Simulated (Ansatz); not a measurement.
`S[SiH]1CO1` + HBr → `Br[SiH]1CO1` + H₂S at 700 K and 1 bar (ligand exchange at the Si–S bond).

Computed with Ansatz on PBE0-D4/def2-TZVP structures; ΔE is electronic, products minus reactants. CBS: MP2 limit from def2 TZ/QZ plus the TZ coupled-cluster correction, frozen cores. This one scheme is used for every species. For Br outer-core shells are correlated without core-valence functions, which leaves a few kJ/mol of doubt a bond. Scalar relativity is left out up to krypton. Each species was taken in one conformer, which may not be the lowest.

```csv
species,CCSD(T)/CBS energy (Eh),H − E (kJ/mol),S (J/(mol·K))
`S[SiH]1CO1`,-802.49340,190.6,406.2
HBr,-2573.91920,36.5,223.7
`Br[SiH]1CO1`,-2977.45276,161.4,391.5
H₂S,-398.97279,64.8,236.9
```

H − E and S are ideal-gas, rigid-rotor, harmonic terms from PBE0-D4/def2-TZVP, for one conformer and one mirror image of each species. 1 Eh = 2625.50 kJ/mol, R = 8.31446 J/(mol·K).

Question: By hand: ΔE, ΔH, ΔS and ΔG.

Answer: ΔE = (-2977.45276) + (-398.97279) − (-802.49340) − (-2573.91920) = -0.01295 Eh = -34.0 kJ/mol. Δ(H − E) = 161.4 + 64.8 − 190.6 − 36.5 = -0.9, so ΔH = -34.9 kJ/mol. ΔS = 391.5 + 236.9 − 406.2 − 223.7 = -1.5 J/(mol·K). ΔG = -34.9 − 700 × (-1.5)/1000 = -33.9 kJ/mol.

Question: By hand: the equilibrium constant, and the temperature at which ΔG would vanish if ΔH and ΔS stayed fixed.

Answer: log₁₀ K = −ΔG/(RT ln 10) = 2.5. ΔG = 0 at ΔH/ΔS = 23267 K, far beyond where these terms or the molecules hold.

The number of gas molecules stays the same, so ΔS is small and ΔH decides. A doubt of 5 kJ/mol in ΔE shifts log₁₀ K by 0.4 here. Other conformers and mirror images would add mixing entropy, several J/(mol·K) or more a flexible species. These are equilibria of isolated gas molecules and say nothing of rates. Largest T1 diagnostic: 0.013 (customary marks: 0.02 for closed shells, 0.045 for open ones).
